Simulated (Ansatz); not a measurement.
A run for Ansatz (an electronic-structure program): R-RI-MP2/cc-pV(Q+d)Z on CH7NSi (SMILES CN[SiH3]), a point of a torsion scan. Files ending in .json are basis or fitting sets from the Basis Set Exchange.

Ansatz 0.2 input:
```yaml
crystal:
  periodic: [false, false, false]
  atoms:
    - {symbol: C, position_ang: [-1.36114789, 0.08992347, 0.33976045]}
    - {symbol: N, position_ang: [-0.22329320, -0.28924905, -0.45676902]}
    - {symbol: Si, position_ang: [1.43399341, 0.02958205, -0.16617654]}
    - {symbol: H, position_ang: [-2.04926491, 0.72747062, -0.22581521]}
    - {symbol: H, position_ang: [-1.01859649, 0.64332118, 1.21038343]}
    - {symbol: H, position_ang: [-1.91666217, -0.78855720, 0.68548835]}
    - {symbol: H, position_ang: [-0.48813718, -0.80699695, -1.27929989]}
    - {symbol: H, position_ang: [1.48198325, 0.78437629, 1.08391300]}
    - {symbol: H, position_ang: [2.18438483, -1.22738041, -0.04302856]}
    - {symbol: H, position_ang: [2.00642099, 0.81397494, -1.26858473]}
basis:
  gaussian:
    orbitals: cc-pV_Q+d_Z.json
    fitting: {mean_field: def2-universal-JKFIT, correlation: cc-pVQZ-RIFIT.json}
magnetization: {spin_polarized: false}
correlation: {method: mp2, electrons: outside_noble_gas}
scf: {lower_state_search: off}
```

Predict the final total energy.

-385.9554 hartree.
